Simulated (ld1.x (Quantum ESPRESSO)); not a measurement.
## Ag (Z = 47): variants of one PAW potential

Base potential:

```json
{
 "Element": "silver (Ag)",
 "Generator": "ld1.x (Quantum ESPRESSO) 7.5",
 "Type": "PAW",
 "Functional": "PBEsol",
 "Relativity": "scalar-relativistic",
 "Frozen core": "[Kr]",
 "Valence charge": "11",
 "Reference configuration": "4d10 5s0 5p0 (charge +1)",
 "Partial waves": "5s (bound, empty): rcut 2.35, rcutus 2.85 bohr; 5s channel at 0.1 Ry: rcut 2.35, rcutus 2.85 bohr; 5p (bound, empty): rcut 2.05, rcutus 2.25 bohr; 5p channel at 0.3 Ry: rcut 2.05, rcutus 2.25 bohr; 4d (bound): rcut 1.60, rcutus 1.95 bohr; 4d channel at 0.85 Ry: rcut 1.60, rcutus 1.95 bohr",
 "Local potential": "all-electron potential smoothed inside 1.80 bohr (lloc = -1)",
 "Core correction": "Bessel-smoothed model core inside 1.30 bohr",
 "Augmentation charge": "PSQ, inside the norm-conserving radii"
}
```

Cutoffs, loose and tight: the cutoffs (Ry, on a coarse ladder) from which the occupation-weighted sum of valence levels, in a spherical-Bessel basis at the reference potential, stays within 10 and 1 mRy of its value at 400 Ry. They do not see the model core or the augmentation charge, which bear on the density cutoff. Test errors are all-electron minus pseudo excitation energies from the reference, over the configurations 4d10 5s1 5p0; 4d9 5s0 5p0; 4d8 5s0 5p0; 4d9 5s1 5p0; 4d10 5s0 5p1; 4d9 5s1 5p1; 4d10 5s0.5 5p0. A dash means not determined; rows that change the core or the reference have their own tests. The largest error is taken over the tests solved by every variant that gives reliable tests at all: 4d10 5s0 5p1; 4d8 5s0 5p0; 4d9 5s0 5p0.

A true bound ghost makes a file unfit for plane-wave use even where its test errors are small: the radial tests pick states by their node count and pass the ghost by. Where a test does run into it, the solver fails or the error is huge.

Cutoffs are not given where the Bessel-basis levels miss the radial ones by over 6 mRy, ghosts where they miss by over 20 mRy; a channel whose overlap is not positive is not tested.

A file whose overlap is not positive is unfit for use, and its test errors describe a broken file.

```csv
change,outcome,"cutoff, loose","cutoff, tight",bound ghosts,largest test error (meV)
base,generated,30 Ry,50 Ry,"p, s",-369
"all radii but the core radius scaled by about 1.31 (s 3.74, p 2.96, d 2.56 bohr, rcut 3.08/2.68/2.10); local potential all-electron potential smoothed inside 2.36 bohr (lloc = -1)",generated,18 Ry,25 Ry,none,-481
"type ultrasoft; local potential all-electron potential smoothed inside 2.00 bohr (lloc = -1); augmentation built from norm-conserving waves at rcut, not smoothed further",generated,–,–,not determined,test run stopped at test 1 of 7 (negative rho)
"wave 4d channel at 0.85 Ry: rcut 1.60, rcutus 1.95 bohr becomes 4d channel at -0.6 Ry: rcut 1.60, rcutus 1.95 bohr",generated,30 Ry,50 Ry,"p, s",-366
functional PBE,generated,30 Ry,50 Ry,"p, s",-373
"waves 5p (bound): rcut 2.05, rcutus 2.38 bohr; 5p channel at 0.3 Ry: rcut 2.05, rcutus 2.38 bohr",generated,30 Ry,50 Ry,s,-369
"waves 5s (bound): rcut 1.78, rcutus 1.88 bohr; 5s channel at 0.1 Ry: rcut 1.78, rcutus 1.88 bohr","generated, overlap not positive",–,–,"p (s not tested, overlap not positive)",-369
```
